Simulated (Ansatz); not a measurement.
Consider the redistribution: `C#[C][Al]([F])[F]` + `O[SiH2][AlH2]` → `[OH][Al]([F])[F]` + `C#C[SiH2][AlH2]`.

Isolated molecules relaxed with PBE0-D4/def2-TZVP in Ansatz; ΔE leaves out vibrations. CCSD(T)/CBS adds triple-zeta CCSD(T) − MP2 to the extrapolated MP2 energy (def2 sets, frozen cores). Functionals use def2-TZVPP. B3LYP here is the variant with VWN-RPA as its local correlation; programs differ in this. HSE06 is defined as in plane-wave codes. Each species was taken in one conformer, which may not be the lowest.

| level | ΔE (kcal/mol) | difference from CCSD(T)/CBS |
| --- | --- | --- |
| LDA (SPW92) | -9.4 | -1.3 |
| PBE-D4 | -8.9 | -0.8 |
| revPBE-D4 | -9.1 | -1.0 |
| BLYP-D4 | -8.4 | -0.3 |
| r2SCAN-D4 | -8.8 | -0.7 |
| B97M-V | -7.1 | 1.0 |
| PBE0-D4 | -8.6 | -0.5 |
| B3LYP-D4 | -8.1 | 0.0 |
| r2SCANh-D4 | -8.7 | -0.6 |
| r2SCAN0-D4 | -8.6 | -0.5 |
| HSE06-D4 | -8.6 | -0.5 |
| BHLYP-D4 | -7.5 | 0.6 |
| ωB97X-V | -7.4 | 0.7 |
| ωB97M-V | -7.6 | 0.5 |
| B2PLYP | -8.0 | 0.1 |
| PBE-QIDH | -8.5 | -0.4 |
| PBE | -8.6 | -0.5 |
| revPBE | -8.3 | -0.2 |
| BLYP | -7.7 | 0.4 |
| r2SCAN | -8.7 | -0.6 |
| B3LYP | -7.6 | 0.5 |
| r2SCANh | -8.6 | -0.5 |
| r2SCAN0 | -8.5 | -0.4 |
| HSE06 | -8.3 | -0.2 |
| BHLYP | -7.1 | 1.0 |
| LC-ωPBE | -8.0 | 0.1 |
| HF/def2-SVP | -7.3 | 0.8 |
| MP2/def2-SVP | -10.5 | -2.4 |
| CCSD/def2-SVP | -9.6 | -1.5 |
| CCSD(T)/def2-SVP | -9.8 | -1.7 |
| HF/def2-TZVPP | -5.7 | 2.4 |
| SCS-MP2/def2-TZVPP | -8.2 | -0.1 |
| CCSD/def2-TZVPP | -7.7 | 0.4 |
| CCSD(T)/def2-TZVPP | -8.1 | 0.0 |
| HF/def2-QZVPP | -5.7 | 2.4 |
| MP2/def2-QZVPP | -9.1 | -1.0 |
| SCS-MP2/def2-QZVPP | -8.3 | -0.2 |
| HF/CBS(def2) | -5.7 | 2.4 |
| MP2/CBS(def2) | -9.1 | -1.0 |
| CCSD/CBS(def2) | -7.7 | 0.4 |
| CCSD(T)/CBS | -8.1 | 0 |

Largest T1 diagnostic among the species: 0.014.

Leaving LDA and LC-ωPBE aside and taking each functional with its dispersion term where it has one, the values spread over 2.0 kcal/mol, from revPBE-D4 to B97M-V. LDA lies −0.8 kcal/mol from PBE without D4. At CCSD(T), def2-SVP lies −1.7 kcal/mol from the extrapolated value and def2-TZVPP −0.0 kcal/mol.
